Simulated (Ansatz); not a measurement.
Molecule: molecular iodine, I$_{2}$, charge 0, multiplicity 1. 
Geometry from a B3LYP-D3(BJ)/def2-TZVP (Ansatz, an electronic-structure program) optimisation:
```
I
I 1 2.6947
```

Basis-set convergence of Hartree-Fock and CCSD(T) correlation energies (hartree) with Ansatz. Valence correlation only, unless marked. Spin-orbit coupling is left out. Frozen are the shells of the preceding noble gas and the d and f shells that filled before the atom's block. Past Kr the def2 sets carry scalar-relativistic core potentials.

| basis | functions | E(HF) | E(corr, CCSD(T)) |
|---|---|---|---|
| def2-SVP | 52 | -593.31630 | -0.21784 |
| def2-TZVPP | 100 | -593.33907 | -0.31344 |
| def2-QZVPP | 164 | -593.34289 | -0.35566 |

Extrapolating the two largest sets (X = 3 and 4) as X^-3: E(corr) = (64·(-0.35566) - 27·(-0.31344))/37 = -0.3865 Eh, an estimate of the basis-set limit. The largest set recovers 92.0 % of it, the smallest 56.4 %.
